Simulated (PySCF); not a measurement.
## TeF₃⁺, singlet: computed properties

Method: PySCF, PBE0, basis Te def2-TZVP with ECP28, F def2-TZVP (scalar-relativistic core potentials, no spin–orbit coupling, density fitting).

The structure is a minimum.

```xyz
4
charge 1 multiplicity 1, angstrom
Te    0.0000    0.0000   -0.2903
F     1.5467    0.0000    0.6535
F    -0.7734    1.3395    0.6535
F    -0.7733   -1.3395    0.6535
```

| Quantity | Value |
| --- | --- |
| Point group | C3v |
| Bond lengths | Te–F 1.812 Å (×3) |
| Bond angles | F–Te–F 95.3° (×3) |
| Enthalpy at 298.15 K above 0 K | 14.57 kJ/mol |
| Dipole moment about the centre of mass | 3.40 D |
| Heat capacity Cp at 298.15 K | 64.6 J/(mol K) |
| Rotational symmetry number | 3 |
| Entropy at 298.15 K and 1 bar | 298.2 J/(mol K) |
| Highest occupied level | -18.15 eV |
| Lowest empty level | -9.33 eV |
| Zero-point energy | 17.9 kJ/mol |
| Principal quadrupole moments (Buckingham, traceless) about the centre of mass | -0.84, -0.84, 1.68 D Å |
| Principal polarisabilities | 24.4, 28.9, 28.9 bohr³ |
| Rotational constants | 0.1629, 0.1629, 0.1236 cm⁻¹ |

Harmonic modes (masses in u: Te 129.906, F 18.998):
```
symmetry  ω (cm⁻¹)  IR (km/mol, summed over degenerate members)     type
       e       226                                          9.8     bend
      a1       273                                         21.4     bend
       e       755                                          162  stretch
      a1       765                                         36.2  stretch
```

In C3v the vibrations span 2e + 2a1.

Charges (e):
| atom | Mulliken | Löwdin | polar tensor | Mayer order to Te1 |
| --- | --- | --- | --- | --- |
| Te1 | 1.70 | 1.43 | 2.32 | – |
| F2,3,4 | -0.23 | -0.14 | -0.44 | 1.15 |

Mulliken populations on Te1 (electrons outside its core potential): s 3.83, p 7.85, d 10.40, f 0.22.

Counting electrons, tellurium keeps 2 of its valence electrons outside its bonds, so the VSEPR class is AX3E1 and the expected shape is trigonal pyramidal (C3v), as computed. The angle of 95° is close to 90°: the heavy centre bonds with nearly pure p orbitals and keeps its lone pair s-like.

This need not be the most stable arrangement of these atoms.

The final relaxation and frequency run took about 110 core-seconds on a shared host.
